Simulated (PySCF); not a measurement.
NMR data simulated for an unnamed compound:

1H NMR (300 MHz, computed): δ 7.96 (m, 1H), 6.55 (d, 1H), 6.11 (br s, 1H), 4.64 (m, 1H), 0.25 (d, 6H).

13C{1H} NMR (computed): δ 169.7 (C), 162.8 (CH), 140.1 (CH), -2.6 (CH3).

PySCF 2.14.0 with density-fitted response routines calculation with GFN2-xTB geometry and σ from GIAO-PBE0/pcSseg-1; single conformer, no solvent model, no relativistic terms, averaged over atoms made equivalent by symmetry, fast rotation or ring inversion.

Shifts are taken against calculated references (same method and geometry level): TMS for 1H, 13C.

Question: Which of these does the molecule contain: a Si–H bond, a nitrile, a Si–CH3 group, an ester, a tert-butyl group, a carboxylic acid?

Answer: 
- A Si–H bond: yes (δH 4.64 (m)).
- A nitrile: no.
- A Si–CH3 group: yes (δC -2.6; δH 0.25 (d)).
- An ester: no.
- A tert-butyl group: no.
- A carboxylic acid: yes (δC 169.7; δH 6.11 (br s)).

The data belong to SMILES C[SiH](C)/C=C/C(=O)O, C$_{5}$H$_{10}$O$_{2}$Si; they needn't prove each group on their own.

Carbon signals by region: 2 in the far downfield region (above 160 ppm), 1 in the sp2 and nitrile region (100–160 ppm), 1 below 50 ppm. Above 160 ppm: 169.7, carboxylic acid carbon, 162.8, β carbon of a C=C–C=O unit.

The OH or NH signal is concentration- and solvent-dependent in practice; the value given is the gas-phase one. Shifts are as computed. Against solution values, carbons near 30 ppm lie about +3 ppm off and those near 130 ppm about +5 ppm. Of 1211 compounds with measured shifts, 218 miss one by over three times the rms of a fit or turn the order of signals round; such compounds aren't used in these exercises. The C=O carbon of an acid or of an amide with N–H lies up to 10 ppm further downfield in solution, through hydrogen bonding that the calculation lacks. Multiplicities follow the n + 1 count of equivalent neighbours, as no J values were calculated; m marks all less simple cases, F and P coupling included.
